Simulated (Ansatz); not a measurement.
The cluster Be2S2⁻. Total charge -1; doublet. Geometry PBE0-D4/def2-TZVPD, basis def2-TZVPD, Ansatz.

Cartesian coordinates in Å:
```
Be 1.4760 0.5025 0.4520
Be -1.4462 -0.5671 0.4762
S 0.3474 -0.9667 -0.5448
S -0.3773 1.0313 -0.3834
```

```csv
run,HOMO (eV),LUMO (eV)
A,0.53,1.16
B,0.13,1.85
C,0.12,2.00
D,0.54,1.37
E,0.43,1.14
```

Another isomer (doublet) lies 4.38 eV lower at PBE0-D4/def2-TZVPD; other spin states weren't run for this one.

HOMO and LUMO are taken over both spins.

**Question.** The runs used B97M-V, PBE, PBE0, r2SCAN, r2SCAN0. Estimate which is which.

**Answer.** A PBE (0 % exact exchange); B PBE0 (25 % exact exchange); C r2SCAN0 (25 % exact exchange); D r2SCAN (0 % exact exchange); E B97M-V (0 % exact exchange). Exact exchange lowers occupied and raises empty levels; among semilocal functionals meta-GGAs tend to open the gap a little, and such runs are hard to tell apart. The gap grows from 0.62 eV (PBE) to 1.87 eV (r2SCAN0). At PBE-D4/def2-TZVPD, PBE0-D4/def2-TZVPD, r2SCAN0-D4/def2-TZVPD, r2SCAN-D4/def2-TZVPD and others the highest occupied level of the charge -1 doublet lies above zero (up to 0.54 eV). It is a level of β spin, whose loss leaves a triplet; that state wasn't run at this geometry and level. The electron is either unbound and held by the finite basis, or the level is raised by self-interaction error. At PBE0-D4/def2-TZVPD, r2SCAN0-D4/def2-TZVPD, r2SCAN-D4/def2-TZVPD the charge -1 doublet is spin-contaminated (final ⟨S²⟩ up to 0.95, 0.75 for a pure state).
